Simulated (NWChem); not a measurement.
System: C4H4ClF; SMILES C=C/C=C(\F)Cl

NWChem printed, in part:

```
             Northwest Computational Chemistry Package (NWChem) 7.3.0
             --------------------------------------------------------

                             Geometry "geometry" -> ""
                             -------------------------

 Output coordinates in angstroms (scale by  1.889725989 to convert to a.u.)

  No.       Tag          Charge          X              Y              Z
 ---- ---------------- ---------- -------------- -------------- --------------
    1 C                    6.0000     0.48131200    -3.10830800     0.00000000
    2 C                    6.0000    -0.18595900    -1.93063400     0.00000000
    3 C                    6.0000     0.45903100    -0.63104100     0.00000000
    4 C                    6.0000    -0.21838500     0.54163000     0.00000000
    5 F                    9.0000    -1.55224500     0.60362000     0.00000000
    6 Cl                  17.0000     0.51949000     2.10230200     0.00000000
    7 H                    1.0000     1.58290500    -3.14474400     0.00000000
    8 H                    1.0000    -0.05509100    -4.06843300     0.00000000
    9 H                    1.0000    -1.28892200    -1.93273500     0.00000000
   10 H                    1.0000     1.55735800    -0.57353500     0.00000000

 Effective nuclear repulsion energy (a.u.)     259.1731022260

                                 NWChem DFT Module
                                 -----------------

 Summary of "ao basis" -> "ao basis" (spherical)
 ------------------------------------------------------------------------------
       Tag                 Description            Shells   Functions and Types
 ---------------- ------------------------------  ------  ---------------------
 C                          def2-svp                 6       14   3s2p1d
 F                          def2-svp                 6       14   3s2p1d
 Cl                         def2-svp                 8       18   4s3p1d
 H                          def2-svp                 3        5   2s1p

            General Information
            -------------------
          SCF calculation type: DFT
          Wavefunction type:  closed shell.
          No. of atoms     :    10
          No. of electrons :    54
           Alpha electrons :    27
            Beta electrons :    27
          Charge           :     0
          Spin multiplicity:     1
          Use of symmetry is: off; symmetry adaption is: off
          Maximum number of iterations: 150
          AO basis - number of functions:   108
                     number of shells:    50
          Convergence on energy requested:  1.00D-06
          Convergence on density requested:  1.00D-05
          Convergence on gradient requested:  5.00D-04

              XC Information
              --------------
                         B3LYP Method XC Potential
                     Hartree-Fock (Exact) Exchange  0.200
                        Slater Exchange Functional  0.800 local
                    Becke 1988 Exchange Functional  0.720 non-local
              Lee-Yang-Parr Correlation Functional  0.810
                  VWN I RPA Correlation Functional  0.190 local

             Grid Information
             ----------------
          Grid used for XC integration:  medium
          Radial quadrature: Mura-Knowles
          Angular quadrature: Lebedev.
          Tag              B.-S. Rad. Rad. Pts. Rad. Cut. Ang. Pts.
          ---              ---------- --------- --------- ---------
          C                   0.70       49          12.0       434
          F                   0.50       49          12.0       434
          Cl                  1.00       88          14.0       590
          H                   0.35       45          13.0       434
          Grid pruning is: on
          Number of quadrature shells:   513
          Spatial weights used:  Erf1

      Superposition of Atomic Density Guess
      -------------------------------------

 Sum of atomic energies:        -711.11238872

      Non-variational initial energy
      ------------------------------

 Total energy =    -713.960532
 1-e energy   =   -1493.063930
 2-e energy   =     519.930296
 HOMO         =      -0.231992
 LUMO         =      -0.008857

     ---------------------------------------------
      Total Density - Mulliken Population Analysis
     ---------------------------------------------

    Atom       Charge   Shell Charges
 -----------   ------   -------------------------------------------------------
    1 C    6     6.31   1.99  0.97  0.28  2.02  1.03  0.02
    2 C    6     6.09   1.99  0.97  0.26  1.92  0.90  0.04
    3 C    6     6.33   1.99  0.97  0.24  2.08  1.01  0.03
    4 C    6     5.14   1.99  0.89  0.20  1.39  0.59  0.08
    5 F    9     9.35   1.99  1.14  0.77  3.42  2.04  0.00
    6 Cl  17    17.19   2.00  1.99  1.22  0.71  5.94  2.11  3.19  0.02
    7 H    1     0.90   0.66  0.21  0.03
    8 H    1     0.89   0.66  0.20  0.03
    9 H    1     0.91   0.67  0.21  0.02
   10 H    1     0.90   0.66  0.21  0.02

   convergence    iter        energy       DeltaE   RMS-Dens  Diis-err
 ---------------- ----- ----------------- --------- --------- ---------
 d= 0,ls=0.0,diis     1   -714.3673116380 -9.74D+02  1.74D-02  1.10D+00
 d= 0,ls=0.0,diis     2   -714.1295956962  2.38D-01  1.26D-02  3.10D+00
 d= 0,ls=0.0,diis     3   -714.4951549519 -3.66D-01  3.29D-03  6.55D-02
 d= 0,ls=0.0,diis     4   -714.4998849375 -4.73D-03  1.46D-03  4.13D-02
 d= 0,ls=0.0,diis     5   -714.5052022717 -5.32D-03  2.24D-04  1.14D-03
  Resetting Diis
 d= 0,ls=0.0,diis     6   -714.5053044270 -1.02D-04  9.45D-05  9.94D-05
 d= 0,ls=0.0,diis     7   -714.5053163249 -1.19D-05  8.57D-05  1.85D-05
 d= 0,ls=0.0,diis     8   -714.5053105908  5.73D-06  5.36D-05  6.21D-05
 d= 0,ls=0.0,diis     9   -714.5053187204 -8.13D-06  4.95D-06  2.81D-07
 d= 0,ls=0.0,diis    10   -714.5053187531 -3.28D-08  1.31D-06  1.52D-08

         Total DFT energy =     -714.505318753134
      One electron energy =    -1496.236937561238
           Coulomb energy =      584.369051186751
    Exchange-Corr. energy =      -61.810534604689
 Nuclear repulsion energy =      259.173102226042

 Numeric. integr. density =       54.000002621699

                       DFT Final Molecular Orbital Analysis
                       ------------------------------------

 Vector   25  Occ=2.000000D+00  E=-3.368233D-01
              MO Center=  4.3D-01,  1.8D+00,  2.6D-10, r^2= 2.1D+00
   Bfn.  Coefficient  Atom+Function         Bfn.  Coefficient  Atom+Function
  ----- ------------  ---------------      ----- ------------  ---------------
    81      0.551299   6 Cl px               78      0.426060   6 Cl px
    82     -0.272989   6 Cl py               75      0.244763   6 Cl px
    79     -0.208227   6 Cl py               76     -0.119607   6 Cl py
    33     -0.104174   3 C  py               61     -0.102821   5 F  py
    60     -0.085487   5 F  px               19      0.081543   2 C  py

 Vector   26  Occ=2.000000D+00  E=-3.243526D-01
              MO Center=  2.3D-01, -9.0D-01,  5.9D-09, r^2= 4.4D+00
   Bfn.  Coefficient  Atom+Function         Bfn.  Coefficient  Atom+Function
  ----- ------------  ---------------      ----- ------------  ---------------
    20      0.342455   2 C  pz               83     -0.318322   6 Cl pz
    34      0.274254   3 C  pz                6      0.244728   1 C  pz
    80     -0.237730   6 Cl pz               23      0.202959   2 C  pz
    37      0.177649   3 C  pz                9      0.148487   1 C  pz
    77     -0.136806   6 Cl pz               48      0.079666   4 C  pz

[...]

                     NWChem Electrostatic Potential Fit Module
                     -----------------------------------------

 Atom parameters

 Number of atoms is                                   10
 Number of basis functions is                        108

 Grid parameters

 Maximum number of grid points is                  40058
 Number of grid points is                          40057
 Grid range                                     0.300000 nm
 Grid spacing                                   0.020000 nm
 Probe radius                                   0.070000 nm
 Atom radius factor                             1.000000

 Atomic radii

    1    0.100000
    6    0.147000
    9    0.128000
   17    0.169000
 FASTESP  F
  using M.O. file = ./job.movecs

    Atom              Coordinates                           Charge

                                                  ESP

    1 C     0.048131   -0.310831    0.000000   -0.399924
    2 C    -0.018596   -0.193063    0.000000    0.090909
    3 C     0.045903   -0.063104    0.000000   -0.266080
    4 C    -0.021839    0.054163    0.000000    0.270893
    5 F    -0.155225    0.060362    0.000000   -0.139099
    6 Cl    0.051949    0.210230    0.000000   -0.086856
    7 H     0.158291   -0.314474    0.000000    0.163736
    8 H    -0.005509   -0.406843    0.000000    0.141206
    9 H    -0.128892   -0.193274    0.000000    0.081495
   10 H     0.155736   -0.057354    0.000000    0.143721
                                            ------------
                                                0.000000

 Dipole moment                                  0.493674

 Quadrupole moment Qxx                          3.344809
                   Qyy                         -3.158406
                   Qzz                         -0.186404

 RMS deviation kJ/mol                           0.072648

 RRMS %                                        59.727331
```

Level: B3LYP/def2-SVP. Coordinates come from a PBE-D3(BJ)/def2-SVP optimisation.

Problem. Which NWChem input produces such a log?

Solution. Several could match; the one computed here: the input that was run:
```
start job
memory heap 200 mb stack 900 mb global 1100 mb
geometry units angstroms noautosym nocenter noautoz
  C      0.481312    -3.108308     0.000000
  C     -0.185959    -1.930634     0.000000
  C      0.459031    -0.631041     0.000000
  C     -0.218385     0.541630     0.000000
  F     -1.552245     0.603620     0.000000
  Cl     0.519490     2.102302     0.000000
  H      1.582905    -3.144744     0.000000
  H     -0.055091    -4.068433     0.000000
  H     -1.288922    -1.932735     0.000000
  H      1.557358    -0.573535     0.000000
end
basis spherical
  * library def2-svp
end
dft
  xc b3lyp
  iterations 150
  mulliken
end
task dft energy
esp
  recalculate
  probe 0.07
  range 0.3
  factor 1.0
  spacing 0.02
end
task esp
```
